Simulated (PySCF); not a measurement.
How methods differ on the excitation energy of Bi⁺

Bi⁺ [Xe] 4f14 5d10 6s2 6p2 (3P) → Bi⁺ [Xe] 4f14 5d10 6s1 6p2 7s1 (5P), as a difference of total energies. Calculation: PySCF 2.14, in aug-cc-pVTZ-PP with one added diffuse shell each of d, f type with ECP60MDF (6s5p5d3f, 67 functions); scalar relativity through the core potential. Correlated levels: valence: 5s2 5p6 5d10 frozen. The calculations carry no spin-orbit coupling.

| method | excitation energy (cm⁻¹) |
| --- | --- |
| UHF | 121450 |
| MP2 (valence) | 126770 |
| SCS-MP2 (valence) | 129120 |
| CCSD (valence) | 127830 |
| CCSD(T) (valence) | 127980 |

Spin-orbit coupling is strong in these open shells (close to jj coupling). The scalar numbers leave it out and a first-order estimate fails, so it can dominate the gap to the real levels.

The promoted electron is Rydberg-like, and one or two diffuse shells describe it only roughly, which tends to raise the upper state.
